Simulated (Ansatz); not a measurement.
System: CH₂F, charge 1, singlet. CH2F+ (parent SMILES [CH2]F, singlet).
B3LYP-D3(BJ)/def2-TZVP minimum from Ansatz (a program for electronic structure):
```xyz
4

C     -0.5912     0.0468     0.0149
F      0.6360    -0.0504    -0.0160
H     -1.1657    -0.8863     0.0265
H     -1.0115     1.0588     0.0283
```
Charge +1, spin multiplicity 1.

Total energies in cc-pVTZ, 12 correlated electrons, 2 frozen orbitals. UHF or UKS for unpaired electrons; spin-orbit terms are left out. Cores are frozen in correlated methods. No relativity. The spin of CH2F+ (parent SMILES [CH2]F, singlet) was assumed, and the state is the lowest solution found for it.

| method | program | energy (Eh) | minus CCSDT(Q) (mEh) |
|---|---|---|---|
| HF | Ansatz | -138.15117 | 413.36 |
| MP2 | Ansatz | -138.53689 | 27.64 |
| CCSD | Ansatz | -138.55055 | 13.98 |
| CCSD(T) | Ansatz | -138.56365 | 0.88 |
| CCSDT(Q) | Ansatz | -138.56453 | 0.00 |

Rough core times of Ansatz's runs on a shared machine: CCSD(T) under 20 s, CCSDT(Q) 4 min.
